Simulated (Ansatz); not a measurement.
Computed with Ansatz on PBE0-D4/def2-TZVP structures; ΔE is electronic, products minus reactants. CCSD(T)/CBS is the MP2 limit (def2-TZVPP, def2-QZVPP) plus CCSD(T) − MP2 in def2-TZVPP, frozen cores. This one scheme is used for every species. Functionals use def2-TZVPP. B3LYP here is the variant with VWN-RPA as its local correlation; programs differ in this. Each species was taken in one conformer, which may not be the lowest.

Reaction (formal exchange of groups at a B–O bond): `OB(O)S` + BH₃ → `BB(O)S` + H₂O

```json
{"species": "`OB(O)S`", "B3LYP-D4 energy (Eh)": "-575.55541"}
{"species": "BH₃", "B3LYP-D4 energy (Eh)": "-26.62549"}
{"species": "`BB(O)S`", "B3LYP-D4 energy (Eh)": "-525.66256"}
{"species": "H₂O", "B3LYP-D4 energy (Eh)": "-76.46698"}
```

(1) Work out ΔE.

Largest T1 diagnostic among the species: 0.014.

Answers

(1) ΔE = (-525.66256) + (-76.46698) − (-575.55541) − (-26.62549) = 0.05136 Eh = +134.8 kJ/mol. CCSD(T)/CBS gives +132.1 kJ/mol.

In def2-TZVPP, CCSD(T) changes the Hartree–Fock value by −23.6 kJ/mol (the triples alone add −2.7 kJ/mol) and MP2 by −20.0 kJ/mol. From PBE to PBE0 (25 % exact exchange), in def2-TZVPP and without D4, ΔE moves by +8.2 kJ/mol. Leaving LDA and LC-ωPBE aside and taking each functional with its dispersion term where it has one, the values, not all of them listed here, spread over 26.7 kJ/mol, from revPBE-D4 to BHLYP-D4. LDA lies +4.1 kJ/mol from PBE without D4.
